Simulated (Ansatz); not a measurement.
Ansatz (an electronic-structure program) input (B3LYP-D3(BJ)/def2-TZVP):

Ansatz 0.2 input:
```yaml
crystal:
  periodic: [false, false, false]
  atoms:
    - {symbol: Si, position_ang: [0.11730652, -0.16168962, -0.18148958]}
    - {symbol: O, position_ang: [-0.49103378, -1.30451528, -1.16725539]}
    - {symbol: O, position_ang: [1.73331003, -0.15991593, -0.39963860]}
    - {symbol: N, position_ang: [-0.49753832, 1.40808063, -0.57967758]}
    - {symbol: N, position_ang: [-0.24107155, -0.59887299, 1.45427019]}
    - {symbol: H, position_ang: [-0.04748634, -2.14764152, -1.19576598]}
    - {symbol: H, position_ang: [2.25752061, 0.45892514, 0.09738417]}
    - {symbol: H, position_ang: [-0.23112409, 1.77725382, -1.47922206]}
    - {symbol: H, position_ang: [-1.48571039, 1.55497098, -0.45266179]}
    - {symbol: H, position_ang: [0.07688921, 0.01457880, 2.18579333]}
    - {symbol: H, position_ang: [-1.18586818, -0.88300045, 1.65194222]}
basis:
  gaussian:
    orbitals: def2-TZVP
hamiltonian:
  xc: b3lyp
  dispersion: d3bj
relax: {f_tol: 0.002, max_steps: 150}
```

End of the output:

```
the calculation of the forces begins
reference -15058.53729210 eV, -553.3910384415 hartree; 25, 25 occupied and 172, 172 virtual orbitals, 1137 factors
Total energy: -15058.91168982 eV, -553.4047973038 hartree
Atom 0 at     0.055448    -0.206923    -0.119695 Å, force    -0.000819    -0.000120     0.000060 eV/Å
Atom 1 at    -0.552341    -1.506698    -0.925076 Å, force     0.000510     0.000228    -0.000131 eV/Å
Atom 2 at     1.676737    -0.301741    -0.441616 Å, force    -0.000058    -0.000297    -0.000074 eV/Å
Atom 3 at    -0.425643     1.368767    -0.581880 Å, force     0.000807    -0.001052     0.000137 eV/Å
Atom 4 at    -0.497216    -0.398012     1.475310 Å, force     0.000149     0.000370    -0.001555 eV/Å
Atom 5 at     0.021858    -1.884226    -1.595855 Å, force     0.000008     0.000087     0.000106 eV/Å
Atom 6 at     2.232408     0.394790    -0.084774 Å, force    -0.000278     0.000227    -0.000007 eV/Å
Atom 7 at    -0.045466     1.792014    -1.413561 Å, force    -0.000194     0.000249     0.000212 eV/Å
Atom 8 at    -1.373600     1.670361    -0.419970 Å, force    -0.000279     0.000403    -0.000207 eV/Å
Atom 9 at    -0.450427     0.337098     2.159054 Å, force     0.000180    -0.000096     0.000775 eV/Å
Atom 10 at    -0.636565    -1.307256     1.881742 Å, force    -0.000026     0.000002     0.000684 eV/Å
Dipole moment:     0.122077     0.319147     0.084937 e Å
```
